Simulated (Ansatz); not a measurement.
Ansatz (a quantum-chemistry and plane-wave program) input (B3LYP/def2-SVP):

Ansatz 0.2 input:
```yaml
crystal:
  periodic: [false, false, false]
  atoms:
    - {symbol: P, position_ang: [0.00000000, 0.00000000, 0.00000000]}
basis:
  gaussian:
    orbitals: def2-SVP
hamiltonian:
  xc: {name: B3LYP}
magnetization: {spin_polarized: true, initial_magnetization: 3}
scf: {lower_state_search: full}
```

Output:

```
Functional definition: B3LYP
integrals: 0.00 GiB planned
98 factors; integrals over basis functions are off by at most 6.7e-5 eV
mean field: 0.05 GiB planned
mean field evaluation 1: about -9283.5567 eV, gradient 2.2e0 eV
mean field evaluation 2: about -9283.5622 eV, gradient 2.2e0 eV
mean field evaluation 4: about -9283.5988 eV, gradient 4.0e-2 eV
mean field evaluation 8: about -9283.5990 eV, gradient 2.5e-4 eV
mean field evaluation 16: about -9283.5953 eV, gradient 3.2e-1 eV
mean field evaluation 32: about -9283.5990 eV, gradient 4.3e-3 eV
mean field -9283.59901886 eV, -341.1659712936 hartree, gradient 1.6e-6 eV, S^2 3.750295; 2 other end points of the search recorded, 0 dependent functions left out
reference -9283.59913751 eV, -341.1659756541 hartree; 9, 6 occupied and 9, 12 virtual orbitals, 98 factors
Total energy: -9283.59913751 eV, -341.1659756541 hartree
```
